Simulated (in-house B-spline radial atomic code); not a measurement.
Settings and results of a run for Ag²⁺ (with a hole in an inner shell). Level of theory: Dirac-Hartree-Fock, average of configuration, Fermi nucleus of rms radius 4.5454 fm; calculated with a radial B-spline atomic code at the basis-set limit.

Command:
```bash
python run_scf.py task.json out
```
Settings (nuclear radius in fm, mass in u):
```
Z                47
configuration    1s2 2s2 2p6 3s2 3p6 3d10 4s1 4p6 4d10
hamiltonian      dirac
method           hf
spin_polarised   False
nucleus          fermi
rms_radius       4.5454
atomic_mass      106.90509
speed_of_light   137.035999084
```

Output (hartree, bohr):
```
 radial grid: 73 intervals, B-splines of order 8, outer radius 38.5185 bohr

 iter        energy (Eh)    residual
    1       -5298.623941    5.70e-01
    2       -5305.419303    3.98e-01
    3       -5309.685160    1.00e-01
    4       -5309.973618    2.54e-02
    5       -5309.986618    1.33e-02
    6       -5309.991135    2.36e-03
    7       -5309.991206    1.26e-04
    8       -5309.991207    1.51e-05
    9       -5309.991207    2.99e-06
   10       -5309.991207    6.20e-07
   11       -5309.991207    9.43e-08

 total energy                     -5309.99121
 kinetic                            5557.3516
 electron-nucleus                 -12841.3197
 electron-electron                  1973.9769

 first-order corrections (not in the total)
   Gaunt                             3.9714
   retardation                      -0.4019
   frequency dependence             -0.0309
   self-energy                       2.6785
   Uehling                          -0.3327
   Wichmann-Kroll                    0.0062
   recoil                            0.0187

 orbital      occ     eigenvalue          <r>       <r^2>       <1/r>       <r^4>       r_max    small
 1s1/2      2.000      -944.2019    0.0311019  0.00130784     49.4368 4.45508e-06     0.02016  2.96e-02
 2s1/2      2.000      -142.9875     0.134335   0.0213417     11.4115 0.000788258      0.1139  6.23e-03
 2p1/2      2.000      -132.5425     0.114209   0.0160265      11.356 0.000518323     0.08828  6.21e-03
 2p3/2      4.000      -126.0656     0.119234    0.017341     10.6761 0.000596886      0.0925  5.96e-03
 3s1/2      2.000       -28.3542     0.366666     0.15388     3.99908   0.0363176       0.332  1.76e-03
 3p1/2      2.000       -24.1690     0.358497    0.149349     3.90201   0.0358479       0.319  1.70e-03
 3p3/2      4.000       -22.9886      0.36893    0.157967     3.74031   0.0399958      0.3286  1.64e-03
 3d3/2      4.000       -15.6213     0.342276    0.139343     3.56401    0.036114      0.2724  1.51e-03
 3d5/2      6.000       -15.3865     0.345688    0.141987      3.5216   0.0373989      0.2752  1.49e-03
 4s1/2      1.000        -5.2421     0.912219    0.941503     1.50671     1.32999      0.8225  4.28e-04
 4p1/2      2.000        -3.7282     0.979635     1.09713     1.38209     1.88986      0.8606  3.70e-04
 4p3/2      4.000        -3.5283      1.00777     1.16103     1.33383     2.11816       0.884  3.53e-04
 4d3/2      4.000        -1.3829      1.26914     1.91357     1.04424     6.76586        1.01  2.30e-04
 4d5/2      6.000        -1.3567      1.28583      1.9649     1.02944     7.14364       1.021  2.25e-04
```

Cost of the run: 1.2 s on 1 thread of x86-64 server CPU, with other jobs on the host.

For the Dirac Hamiltonian the kinetic term is c α·p + (β - 1)c².
